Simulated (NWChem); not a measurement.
# AlH2SOF; SMILES [OH][Al]([F])[SH]

```xyz
6

Al     0.0857    -0.4233     0.0000
F     -1.2191    -1.4491     0.0000
O      1.6704    -1.0051     0.0000
H      1.9453    -1.9231     0.0000
S     -0.2510     1.7128     0.0000
H      1.0797     1.9573     0.0000
```
Atoms are numbered in this order, from 1.

Program: NWChem. All runs use the structure optimised with PBE0/def2-SVP. Vzz is the largest principal value of the second derivative of the potential at the nucleus (NWChem prints the opposite sign); η is the asymmetry. Non-relativistic.

```tsv
level	Vzz Al1 (a.u.)	η Al1	Vzz O3 (a.u.)	η O3	Vzz S5 (a.u.)	η S5
PBE0/cc-pVTZ	0.965	0.24	1.333	0.14	1.561	0.89
PBE0/def2-SVP	0.708	0.26	1.382	0.18	1.633	0.93
Hartree-Fock/cc-pVTZ	?	0.25	?	0.11	1.747	?
Hartree-Fock/def2-SVP	0.819	0.28	1.467	0.16	1.749	0.76
```

Task: Fill in the missing entries.

Result: 
- Hartree-Fock/cc-pVTZ, Vzz Al1 (a.u.): 1.033
- Hartree-Fock/cc-pVTZ, Vzz O3 (a.u.): 1.397
- Hartree-Fock/cc-pVTZ, η S5: 0.70
